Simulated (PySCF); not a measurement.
HO₂, multiplicity 2. Atoms are numbered in the order given.

```xyz
3

O     -0.1266    -0.6023     0.0000
O      0.0276     0.7237     0.0000
H      0.7923    -0.9717     0.0000
```
Charge 0, spin multiplicity 2.

Coordinates come from a PBE-D3(BJ)/def2-TZVPD optimisation. The isomer is the one that the SMILES or the coordinates give; other isomers of the formula were not compared.

Level of theory: PBE-D3(BJ)/def2-TZVPD (PySCF 2.14.0).

Harmonic, unscaled wavenumbers; measured fundamentals usually lie a few per cent lower.

Computed vibrational spectrum:
```csv
mode,ν (cm⁻¹),IR (km/mol),moving atoms (share of kinetic energy)
1,1114,15.9,O 96 %
2,1382,32.1,"H 86 %, O 14 %"
3,3413,8.5,H 94 %
```
